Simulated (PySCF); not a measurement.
**Telling isomers of C$_{6}$H$_{12}$OSi$_{2}$ apart by NMR**

- σ from GIAO-PBE0/pcSseg-1
- geometry from GFN2-xTB
- run in PySCF
- fast rotation and ring inversion assumed for equivalent nuclei, in vacuum, a single conformation, non-relativistic

Referencing at the same level of theory: 1H (σref 31.72), 13C (σref 186.93) against TMS. Where no couplings were computed, multiplicities follow the n + 1 count of equivalent neighbours, and m marks all less simple cases (inequivalent or close neighbours, rings, F or P nearby). Shifts are as computed. Against solution values, carbons near 30 ppm lie about +3 ppm off and those near 130 ppm about +5 ppm. Of 1309 compounds with measured shifts, 239 miss one by over three times the rms of a fit or turn the order of signals round; such compounds aren't used in these exercises.

(1) Tabulate the signals of `O=C1CC(/C([SiH3])=C/[SiH3])C1`, `CCC1=C([SiH2]C=O)C[SiH2]1`, `CCC1=C[SiH2][SiH2]C=CO1` and their relative energies.

(2) What is the quickest way to tell O=C1CC(/C([SiH3])=C/[SiH3])C1 from CCC1=C([SiH2]C=O)C[SiH2]1?

(3) What is the quickest way to tell O=C1CC(/C([SiH3])=C/[SiH3])C1 from CCC1=C[SiH2][SiH2]C=CO1?

(4) What is the quickest way to tell CCC1=C([SiH2]C=O)C[SiH2]1 from CCC1=C[SiH2][SiH2]C=CO1?

Results:

(1) 
```tsv
SMILES	carbon types	δC	δH	E rel. (kcal/mol)
O=C1CC(/C([SiH3])=C/[SiH3])C1	2×C 2×CH 2×CH2	209.0, 171.4, 141.5, 53.2, 36.7	6.79 (q, 1H), 4.28 (s, 3H), 4.24 (d, 3H), 3.19 (m, 2H), 3.12 (m, 1H), 2.96 (m, 2H)	12.8
CCC1=C([SiH2]C=O)C[SiH2]1	2×C 1×CH 2×CH2 1×CH3	245.8, 182.4, 157.7, 35.3, 19.0, 17.8	12.64 (t, 1H), 5.20 (m, 2H), 4.43 (d, 2H), 2.15 (q, 2H), 1.84 (m, 2H), 1.10 (t, 3H)	11.4
CCC1=C[SiH2][SiH2]C=CO1	1×C 3×CH 1×CH2 1×CH3	179.4, 161.9, 98.0, 96.2, 41.5, 18.8	7.21 (d, 1H), 5.13 (t, 1H), 5.04 (m, 1H), 4.22 (m, 2H), 4.20 (m, 2H), 2.25 (q, 2H), 1.36 (t, 3H)	0.0
```

Energies are electronic energies at PBE0/pcSseg-1 on these geometries, without zero-point or thermal terms, each for the one conformer computed, which needn't be the lowest.

(2) Count the carbon signals: 5 against 6. The first has an alkene CH at 141.5 ppm, the second a carbonyl carbon (CH) at 245.8 ppm. Their most deshielded carbons lie at 209.0 and 245.8 ppm. In the proton spectra the most deshielded non-exchanging signals are 6.79 (q, 1H) and 12.64 (t, 1H).

(3) Count the carbon signals: 5 against 6. The first has an allylic sp3 CH at 36.7 ppm, the second a methyl carbon (CH3) at 18.8 ppm. Their most deshielded carbons lie at 209.0 and 179.4 ppm. In the proton spectra the most deshielded non-exchanging signals are 6.79 (q, 1H) and 7.21 (d, 1H).

(4) Both give the same number of carbon signals, but DEPT or the intensities differ. The first has a carbonyl carbon (CH) at 245.8 ppm, the second an alkene carbon bearing oxygen (CH) at 161.9 ppm. Their most deshielded carbons lie at 245.8 and 179.4 ppm. In the proton spectra the most deshielded non-exchanging signals are 12.64 (t, 1H) and 7.21 (d, 1H).
